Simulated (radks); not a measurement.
Te XII, 41 electrons, occupied as [Kr] 4d5 (the NIST ground configuration).

Calculated with a radial shooting solver on a logarithmic mesh with Libxc functionals: scalar-relativistic Kohn-Sham, MS2 meta-GGA, spin-unpolarised, spherical densities, finite nucleus; meta-GGA in the generalised Kohn-Sham scheme; Fermi nuclear charge, rms radius 4.7423 fm.

Energy parts (hartree):
total: -6754.60749
kinetic: 7079.39434
electron-nucleus: -16016.14019
Hartree: 2349.85258
exchange-correlation: -167.71422

Orbitals (lengths in bohr, moments of r in powers of bohr; r(90%) holds 90 % of the orbital's charge):
| orbital | occ. | eigenvalue (hartree) | r(90%) |
|---|---|---|---|
| 1s | 2 | -1171.565 | 0.0500 |
| 2s | 2 | -186.7588 | 0.185 |
| 2p | 6 | -168.2967 | 0.170 |
| 3s | 2 | -43.61214 | 0.471 |
| 3p | 6 | -37.56600 | 0.478 |
| 3d | 10 | -28.51954 | 0.464 |
| 4s | 2 | -13.44501 | 1.05 |
| 4p | 6 | -11.47254 | 1.12 |
| 4d | 5 | -8.52640 | 1.25 |

The highest occupied level is 4d at -232.02 eV. For comparison, the ionisation energy in NIST's Atomic Spectra Database is 245 eV (theoretical). In exact Kohn-Sham theory the highest level is minus the ionisation energy, but local and semilocal functionals leave it too shallow, through self-interaction and a potential that decays too fast; potentials with the right tail come closer.

Beside tabulated values, note that spin-unpolarised runs miss the spin-polarisation part of the exchange energy of open shells.
